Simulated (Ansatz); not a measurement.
Ge₂O, relaxed as a singlet with RKS r2SCAN-D4/def2-TZVP in Ansatz, starting from the GFN2-xTB geometry. Force threshold 0.02 eV/Å.

The restricted singlet is unstable: a solution with broken spin symmetry lies lower. The structure comes from a short search, and lower isomers may exist.

Start:

Cartesian coordinates in Å:
```
Ge 0.444 -1.207 0.039
Ge -0.937 0.707 0.528
O 0.493 0.500 -0.567
```

Task: Estimate the energy that the relaxation releases and the steps that it takes.

Result: 0.8 kcal/mol, in 4 steps; 8 s on 4 threads of Arm Neoverse N1 on a shared host. No frequencies were taken in this run, so the end may be a saddle point.

Task: Does the start keep its bonding and symmetry?

Result: By distances, no bond broke or formed. The bond that changes most is Ge1–Ge2, from 2.41 to 2.48 Å (atoms count from 1). Point group C2v at the start, C2v at the end, both within 0.05 Å.

Task: Predict the relaxed structure.

Result: 
Cartesian coordinates in Å:
```
Ge 0.4654 -1.2342 0.0307
Ge -0.9559 0.7361 0.5339
O 0.4905 0.4981 -0.5647
```
Bond lengths: 2 × Ge–O 1.83 Å; 1 × Ge–Ge 2.48 Å.
